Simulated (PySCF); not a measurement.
The vertical singlet excitations below were computed for one of the candidates. Level of theory: TDDFT CAM-B3LYP/def2-SVPD, vertical, gas phase, core orbitals frozen in the response in PySCF. Geometries: GFN2-xTB, one conformer each.

```
state  E (eV)  λ (nm)       f
   S1    5.55   223.4  0.0077
   S2    6.31   196.6  0.0043
   S3    6.66   186.2   0.068
   S4    6.87   180.4  0.0069
   S5    7.10   174.6   0.044
   S6    7.43   166.8   0.031
   S7    7.52   164.9   0.055
   S8    7.56   164.0  0.0014
```

Orbital energies (eV): HOMO-3 -10.59, HOMO-2 -10.48, HOMO-1 -10.17, HOMO -8.45, LUMO 0.30, LUMO+1 1.03, LUMO+2 1.15.

Question: Which structure fits?
A. `c1ncncn1`
B. `CN[Si]([SiH3])([SiH3])[SiH3]`
C. `C=CC[SiH]([SiH3])[SiH3]`
D. `n1cnc[nH]1`
E. `C[SiH2][SiH2]N([SiH3])[SiH3]`

Answer: E. Its S1 lies at 5.55 eV; the nearest of the others has S1 at 4.88 eV. S1 is HOMO→LUMO (94%). Löwdin shares by element: HOMO nitrogen 42%, silicon 30% or more (atoms not listed hold the other 28%); LUMO silicon 55% (atoms not listed hold the other 45%). At the same level the other candidates give, for their lowest levels:
- `C=CC[SiH]([SiH3])[SiH3]`: 6.33 eV (f 0.013); 6.40 eV (f 0.225); 6.76 eV (f 0.030); 6.90 eV (f 0.178); 7.01 eV (f 0.202); T1 4.26 eV; HOMO -8.43, LUMO 0.53 eV
- `c1nc[nH]n1`: 6.43 eV (f 0.006); 7.31 eV (f 0.103); 7.45 eV (f 0.000); 7.51 eV (f 0.004); 7.64 eV (f 0.029); T1 4.91 eV; HOMO -9.34, LUMO 1.11 eV
- `CN[Si]([SiH3])([SiH3])[SiH3]`: 4.88 eV (f 0.007); 5.60 eV (f 0.027); 5.77 eV (f 0.040); 6.18 eV (f 0.022); 6.41 eV (f 0.096); T1 4.51 eV; HOMO -7.88, LUMO 0.26 eV
- `c1ncncn1`: 4.75 eV (f 0.000); 4.84 eV (f 0.000 summed over 2 states); 4.87 eV (f 0.015); 6.42 eV (f 0.000); 7.31 eV (f 0.000); T1 4.22 eV; HOMO -9.57, LUMO -0.52 eV

Conformer computed: `[CH3:1][SiH2:2][SiH2:3][N:4]([SiH3:5])[SiH3:6]`: C1–Si2–Si3–N4 3°, Si2–Si3–N4–Si5 86°.
Triplets come from the Tamm–Dancoff approximation.

Without π bonds the low states are Rydberg-like; a valence basis with one diffuse set may place them up to an eV too high.
